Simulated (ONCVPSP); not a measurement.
Configuration tests for Hf (Z = 72) (ONCV)

ONCVPSP 4.0.1 input, shortened (lines: element, Z, core and valence counts, functional; n l f; lmax; l rc ep ncon nbas qcut; lloc lpopt rc5 dvloc0; l nproj debl; icmod fcfact rcfact), LDA (Perdew-Zunger), non-relativistic:

```
  Hf 72.00   10    4        3      upf
    1    0    2.00
    2    0    2.00
    2    1    6.00
    3    0    2.00
    3    1    6.00
    3    2   10.00
    4    0    2.00
    4    1    6.00
    4    2   10.00
    4    3   14.00
    5    0    2.00
    5    1    6.00
    5    2    2.00
    6    0    2.00
    2
    0    2.35    0.00    4    8    6.40
    1    2.20    0.00    4    7    7.70
    2    2.70    0.00    4    8    6.10
    4    5    1.55    0.00
    0    2    1.30
    1    2    2.20
    2    1    2.50
    3    3.75    1.65
```

Energies are relative to the spin-unpolarised reference configuration 5s2 5p6 5d2 6s2; without spin polarisation the order of configurations can differ from experiment.

```
valence configuration  charge  ΔE all-electron (eV)  error AE − PS (meV)
      5s2 5p6 5d2 6s1      +1                 7.268                 -0.3
      5s2 5p6 5d2 6s0      +2                20.361                 -2.5
      5s2 5p6 5d1 6s0      +3                43.134                  -24
```

Problem. What are ΔE and the potential's error for 5s2 5p6 5d3 6s0?

Solution. ΔE = 7.481 eV all-electron; the error (AE − PS) is -14 meV.

Note: no bound ghost flagged; GHOST(+) flagged for s at 110.4 eV.
